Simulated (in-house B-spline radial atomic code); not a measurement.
Results of a calculation; reference values are marked as such.
## C6 from the polarisability at imaginary frequency: Sr III (Sr2+)

RPBE linear response of the closed shell [Ar] 3d10 4s2 4p6, from a B-spline radial code for spherical atoms; scalar-relativistic (spin-free one-electron X2C), finite nucleus, no spin-orbit coupling; shells from n = 2 respond.

The dispersion coefficient of two like species is C6 = (3/π) ∫ α(iu)² du from 0 to ∞.

| u (hartree) | α(iu) (bohr³) |
| --- | --- |
| 0 | 5.958 |
| 0.156 | 5.831 |
| 0.364 | 5.331 |
| 0.624 | 4.449 |
| 1.04 | 3.125 |
| 1.56 | 2.026 |
| 2.34 | 1.178 |
| 3.64 | 0.6147 |
| 5.2 | 0.3618 |
| 7.79 | 0.2006 |
| 13 | 0.09454 |
| 26 | 0.03167 |

Problem. Fit one oscillator, α(iu) = α(0)/(1 + u²/ω²), through u = 0.364 and estimate C6.

Solution. From α(0)/α(iu) − 1 = 5.958/5.331 − 1 = 0.1176, ω = u/√0.1176 = 1.0614 hartree (28.9 eV). London's formula gives C6 = (3/4) α(0)² ω = 0.75 × 5.958² × 1.0614 = 28.26 hartree·bohr⁶, and the oscillator holds f = α(0) ω² = 6.71 electrons, of a sum of oscillator strengths of 34.6.

Problem. How does that compare with the full integral?

Solution. The program's quadrature over all excitations gives C6 = 29.74, so the single oscillator is off by -5.0 %. At the last point the fit gives α = 0.00991 against 0.0317: higher excitations, and deeper shells where there are any, keep the true curve higher at large u.
